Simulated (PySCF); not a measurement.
Spectrum to structure. The calculation used PySCF, TDDFT wB97X-D/def2-SVPD, vertical, gas phase, core orbitals frozen in the response. Geometries: PBE0-D3(BJ)/def2-SVP, one conformer each.

```json
{"state": "S1", "E (eV)": "6.96", "f": "0.020", "main configurations (H = HOMO, L = LUMO)": "H→L+1 (57%), H→L (31%)"}
{"state": "S2", "E (eV)": "7.22", "f": "0.010", "main configurations (H = HOMO, L = LUMO)": "H-1→L (49%), H-1→L+1 (37%)"}
{"state": "S3", "E (eV)": "7.29", "f": "0.043", "main configurations (H = HOMO, L = LUMO)": "H→L (50%), H→L+1 (20%), H→L+2 (8%)"}
{"state": "S4", "E (eV)": "7.71", "f": "0.026", "main configurations (H = HOMO, L = LUMO)": "H-1→L (29%), H-1→L+1 (29%), H-1→L+2 (12%)"}
{"state": "S5", "E (eV)": "7.83", "f": "0.0060", "main configurations (H = HOMO, L = LUMO)": "H→L+2 (51%), H-1→L (10%), H→L+3 (9%)"}
{"state": "S6", "E (eV)": "8.14", "f": "0.260", "main configurations (H = HOMO, L = LUMO)": "H-1→L+3 (26%), H→L+2 (21%), H→L+3 (21%)"}
{"state": "S7", "E (eV)": "8.22", "f": "0.232", "main configurations (H = HOMO, L = LUMO)": "H→L+3 (35%), H-1→L+2 (27%)"}
{"state": "S8", "E (eV)": "8.33", "f": "0.0072", "main configurations (H = HOMO, L = LUMO)": "H→L+6 (39%), H→L+5 (24%)"}
{"state": "S9", "E (eV)": "8.43", "f": "0.062", "main configurations (H = HOMO, L = LUMO)": "H-2→L (52%), H-2→L+1 (20%)"}
{"state": "S10", "E (eV)": "8.55", "f": "0.046", "main configurations (H = HOMO, L = LUMO)": "H-1→L+3 (27%), H-3→L+1 (14%), H-1→L+2 (14%)"}
```

Triplets computed (Tamm–Dancoff): 6.22, 6.50, 6.96, 7.34 eV.

Orbital energies (eV): HOMO-3 -11.15, HOMO-2 -10.85, HOMO-1 -9.87, HOMO -9.61, LUMO 1.94, LUMO+1 2.00, LUMO+2 2.27.

Question: Which candidate is it? All have the formula C3H12OSi2.
A. `CC[SiH2]O[SiH2]C`
B. `CC[Si@@H](O[SiH3])C`
C. `CCO[Si@H](C)[SiH3]`

Answer: C. Its S1, at 6.96 eV, is the lowest among the candidates; the nearest of the others has S1 at 7.36 eV. S1 is HOMO→LUMO+1 (57%), HOMO→LUMO (31%). Löwdin shares by element: HOMO silicon 45%, oxygen 18%, carbon 13% or more (atoms not listed hold the other 23%); LUMO silicon 44%, carbon 9% or more, hydrogen 8% or more (atoms not listed hold the other 39%). At the same level the other candidates give, for their lowest levels:
- `CC[Si@H](C)O[SiH3]`: 7.36 eV (f 0.001); 7.66 eV (f 0.000); 8.11 eV (f 0.013); 8.18 eV (f 0.009); 8.43 eV (f 0.012); T1 7.11 eV; HOMO -9.79, LUMO 1.90 eV
- `CC[SiH2]O[SiH2]C`: 7.44 eV (f 0.001); 7.63 eV (f 0.002); 7.96 eV (f 0.013); 8.23 eV (f 0.001); 8.30 eV (f 0.034); T1 7.20 eV; HOMO -9.86, LUMO 2.03 eV

Shape of the structure used: `[CH3:1][CH2:2][O:3][Si@H:4]([CH3:5])[SiH3:6]`: C1–C2–O3–Si4 -170°, C2–O3–Si4–C5 -66°.
